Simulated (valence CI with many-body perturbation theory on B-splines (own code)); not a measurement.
**A CI+MBPT run for Ar3+**

Computed by valence CI with perturbative core correlation (CI+MBPT): five valence electrons over a frozen Dirac-Fock core [Ne], radial functions for each j: 9 s, 9 p, 8 d, 6 f, 3 g, 1 h, with the one-electron correlation potential Σ1 (screened to all orders), the two-electron term Σ2, the three-electron term Σ3, Breit, model QED; selected single and double excitations, second order for the rest, scaled by the run's own slope (own B-spline code, finite nucleus).

Command, and the settings that its task file holds:

```sh
python run_cv.py task.json out
```

```
atom Ar  Z=18  mass_number=40  rms_radius_fm=3.4274
core [Ne]
valence 3s2 3p3
avg = 1
basis = M
breit = 1
cap = 40000
capref = 1200
cscale = 1
de = 0.0
dress = 0
eps = 2e-08
extrap = 1
h = 0.27
hh = 1
l2 = 3
lcore = 6
maxit = 60
n2 = 5
natural = 1
nlev = 45
nno = [5, 5, 5, 4, 2, 1]
nroot = 26
nsp = [4, 4, 3, 2, 1, 0]
pt2 = 1
qed = 1
rpa = 1
s1 = 1
s2 = 1
s3 = 1
screen = 1
tol = 2e-05
whole = 1
```

It took 10 min on 1 thread of Intel(R) Xeon(R) Processor @ 2.30GHz, with other jobs on the host.

Log. The first blocks belong to the next ion, which gives the ionisation energy. Fields: 2J, parity (1 odd), roots, reference size, generating configurations, candidates as configurations/state functions, variational space P, stored matrix elements, Davidson steps; e2 is the range of second-order energies in hartree. The first line gives the box (bohr), its intervals, the orbitals and the steps of their self-consistent field. Window is the range of levels sought, series limit the energy at which the first omitted orbital would enter, core excitation an estimate of the first excitation out of the core, left out the lowest levels not solved, and shifts from estimates the range by which levels moved from their first estimate, all in cm⁻¹.

```
rmax 24.7 intervals 66 orbitals 63 references ['3s2 3p3', '3s 3p4', '3s2 3p2 3d'] scf 8 t 1.2
2J=0 par=0 roots 2 ref 20 generators 12 cand 2820/4042 P 2839/4062 nnz 1.6e+06 it 8
2J=0 par=0 roots 2 ref 20 generators 43 cand 4896/8385 P 7735/12447 nnz 7.1e+06 it 9
   second order: generators 86 cand 53473/110608 e2 -0.00013 -0.00012
2J=2 par=0 roots 2 ref 37 generators 11 cand 1379/3937 P 1405/3974 nnz 2.1e+06 it 9
2J=2 par=0 roots 2 ref 37 generators 60 cand 4309/16101 P 5714/20075 nnz 2.8e+07 it 9
   second order: generators 118 cand 68654/339997 e2 -0.00050 -0.00024
2J=4 par=0 roots 2 ref 45 generators 16 cand 1372/3947 P 1404/3992 nnz 2.4e+06 it 6
2J=4 par=0 roots 2 ref 45 generators 47 cand 3773/15999 P 5177/19991 nnz 3.1e+07 it 7
   second order: generators 95 cand 61177/400485 e2 -0.00040 -0.00031
reference levels 624, estimated 228, window 257280 1/cm; series limit 421325, core excitation 1991128
2J=3 par=1 roots 5 ref 102 generators 29 cand 1181/5088 P 1969/7968 nnz 6.6e+06 it 10
2J=3 par=1 roots 5 ref 102 generators 75 cand 4935/32023 P 6904/39991 nnz 9.6e+07 it 14
   second order: generators 178 cand 183614/2717154 e2 -0.00307 -0.00080
2J=5 par=1 roots 3 ref 93 generators 25 cand 1008/5385 P 1686/7992 nnz 7.2e+06 it 8
2J=5 par=1 roots 3 ref 93 generators 68 cand 4272/30776 P 5958/38768 nnz 9.7e+07 it 13
   second order: generators 171 cand 181257/3239765 e2 -0.00483 -0.00152
2J=1 par=1 roots 3 ref 66 generators 25 cand 1679/5447 P 2641/8000 nnz 5.4e+06 it 12
2J=1 par=1 roots 3 ref 66 generators 63 cand 6933/32059 P 9574/40059 nnz 8.2e+07 it 14
   second order: generators 161 cand 180055/1566190 e2 -0.00140 -0.00070
2J=5 par=0 roots 13 ref 69 generators 59 cand 1178/5498 P 1910/7999 nnz 6.2e+06 it 9
2J=5 par=0 roots 13 ref 69 generators 175 cand 4718/31958 P 6628/39957 nnz 9.2e+07 it 19
   second order: generators 412 cand 352731/6835366 e2 -0.01328 -0.00255
2J=3 par=0 roots 15 ref 74 generators 62 cand 1264/5399 P 2011/7977 nnz 5.7e+06 it 9
2J=3 par=0 roots 15 ref 74 generators 189 cand 5281/31952 P 7292/39929 nnz 8.5e+07 it 14
   second order: generators 418 cand 338155/5061947 e2 -0.01315 -0.00196
2J=1 par=0 roots 11 ref 51 generators 53 cand 1817/5462 P 2793/7995 nnz 4.8e+06 it 10
2J=1 par=0 roots 11 ref 51 generators 160 cand 7599/31971 P 10392/39966 nnz 7.1e+07 it 11
   second order: generators 366 cand 278570/2309239 e2 -0.00249 -0.00078
2J=7 par=0 roots 6 ref 41 generators 39 cand 1124/5525 P 1840/7946 nnz 6.5e+06 it 9
2J=7 par=0 roots 6 ref 41 generators 119 cand 4133/31735 P 5973/39681 nnz 1e+08 it 10
   second order: generators 273 cand 281682/6117400 e2 -0.00902 -0.00321
2J=9 par=0 roots 3 ref 20 generators 23 cand 1338/5748 P 2141/8139 nnz 6.2e+06 it 6
2J=9 par=0 roots 3 ref 20 generators 81 cand 4405/32112 P 6546/40251 nnz 9.6e+07 it 8
   second order: generators 183 cand 209077/4495351 e2 -0.00472 -0.00283
2J=9 par=1 roots 2 ref 28 generators 18 cand 1059/5569 P 1748/7975 nnz 6.7e+06 it 5
2J=9 par=1 roots 2 ref 28 generators 46 cand 4259/31887 P 6007/39862 nnz 1.1e+08 it 8
   second order: generators 108 cand 143727/2917771 e2 -0.00304 -0.00108
2J=7 par=1 roots 2 ref 64 generators 19 cand 840/5089 P 1488/7652 nnz 6.5e+06 it 10
2J=7 par=1 roots 2 ref 64 generators 53 cand 3999/31953 P 5487/39605 nnz 1e+08 it 12
   second order: generators 139 cand 161378/3213766 e2 -0.00376 -0.00153
left out: unestimated 376270, estimated 280963, shifts from estimates -132 to 441
operators 0.8
```

The Davidson iterations converged.

Set against measurement, 38 paired levels are off by 159 cm⁻¹ on average, the worst by 399. These come from a selection out of Saloman, J. Phys. Chem. Ref. Data 39, 033101 (2010). Levels without a partner in it may be off by more. Among the levels kept, up to 1200 cm⁻¹ of a level comes from second order outside the variational space, and about a tenth of that is noise between levels of different J, which matters for small intervals.

* Valence energy: -18.11406 hartree
* Ionisation energy: 59.097 eV (NIST: 59.58 ± 0.18 eV (semi-empirical))
* Reference configurations for the orbitals: 3s2 3p3, 3s 3p4, 3s2 3p2 3d
* Radial orbitals: 63
* Box radius: 24.72 bohr
* Largest variational space: 40251
* Lowest levels: 3s²3p³ ⁴S°_3/2 0.0, 3s²3p³ ²D°_3/2 21274, 3s²3p³ ²D°_5/2 21399, 3s²3p³ ²P°_1/2 35117, 3s²3p³ ²P°_3/2 35293, 3s3p⁴ ⁴P_5/2 117463, 3s3p⁴ ⁴P_3/2 118412, 3s3p⁴ ⁴P_1/2 118942, 3s3p⁴ ²D_3/2 145940, 3s3p⁴ ²D_5/2 146018, 3s²3p²3d ²P_3/2 [a] 166351, 3s²3p²3d ²P_1/2 [a] 167436, 3s3p⁴ ²S_1/2 178118, 3s²3p²3d ⁴F_3/2 180662 cm⁻¹

Names give the largest LS component (configuration and term), which can be under half, so a name can repeat, a term be missing and a line seem to break the LS rules; names also repeat where a configuration has a term twice. Letters in brackets count levels of one name in rising energy.
